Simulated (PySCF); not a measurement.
C2H3O2, SMILES O(C=O)[CH2], multiplicity 2. Atoms are numbered in the order given.

```xyz
7

C     -0.4468    -1.3942     0.0000
O      0.6462    -0.5769     0.0000
C      0.4502     0.7702     0.0000
O     -0.6224     1.3112     0.0000
H     -1.4376    -0.9424     0.0000
H     -0.2106    -2.4548     0.0000
H      1.4379     1.2669     0.0000
```
Charge 0, spin multiplicity 2.

Geometry: TPSSh-D3(BJ)/def2-SVP. A frequency run showed that this geometry is not a minimum. The isomer is the one that the SMILES or the coordinates give; other isomers of the formula were not compared. The values are those of a single conformer.

All values below come from B3LYP/def2-TZVPD (PySCF).

Mulliken values depend strongly on the basis, most of all with diffuse functions as here. ESP charges are fitted to the potential on shells at 1.4 to 2.0 van der Waals radii. Atomic charges (e):

```csv
atom,Mulliken,ESP fit,Mulliken spin
C1,-0.38,-0.23,0.94
O2,-0.26,-0.24,0.01
C3,0.24,0.59,0.04
O4,-0.44,-0.48,0.06
H5,0.30,0.18,-0.03
H6,0.26,0.17,-0.02
H7,0.29,0.02,-0.01
```
